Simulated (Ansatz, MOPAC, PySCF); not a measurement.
Pair of molecules: C2H4 (SMILES C=C) (first 6 atoms) with CH6Si (SMILES C[SiH3]); geometry from B3LYP-D3(BJ)/def2-TZVP.
(charge 0, multiplicity 1):
```xyz
14

C      0.49074    -0.01534     0.01816
C     -0.80891     0.21796     0.12473
H      1.21802     0.54424     0.59331
H      0.88059    -0.77580    -0.64766
H     -1.53757    -0.34112    -0.44987
H     -1.19579     0.97848     0.79195
C     -0.76147    -1.01624     3.77078
Si     0.53206     0.33672     3.86161
H     -1.71560    -0.66988     4.17235
H     -0.45008    -1.88978     4.34650
H     -0.91681    -1.32425     2.73621
H      0.10112     1.53423     3.09916
H      1.82392    -0.12748     3.30021
H      0.76119     0.74818     5.26905
```

Monomers are frozen at their geometry in the pair; levels with a basis set take the counterpoise correction. Rows marked so take none.

Correlated levels freeze the cores. Rows in 3-21G carry no dispersion term and start afresh at each structure. The state that PM6 reach isn't checked.

Programs: Ansatz (Gaussian orbitals); MOPAC for PM6 (differences of heats of formation); PySCF for 3-21G rows, the dispersion terms. Each number belongs to the level named beside it.

```tsv
level	interaction energy (meV)
PM6	-11.5
HF/3-21G (no counterpoise)	-35.1
revPBE-D3(BJ)/def2-TZVPPD	-85.3
r2SCAN-D3(BJ)/def2-TZVPPD	-72.0
PBE0/def2-TZVPPD	-16.5
BHLYP/def2-TZVPPD	3.9
CAM-B3LYP/def2-TZVPPD	(withheld)
CAM-B3LYP-D4/def2-TZVPPD	-73.2
SCS-MP2/aug-cc-pV(D+d)Z	(withheld)
```

Question: What belongs in the gaps?

Answer: 
- CAM-B3LYP/def2-TZVPPD, interaction energy (meV): -5.6
- SCS-MP2/aug-cc-pV(D+d)Z, interaction energy (meV): -36.2

Ansatz is a program for electronic structure.
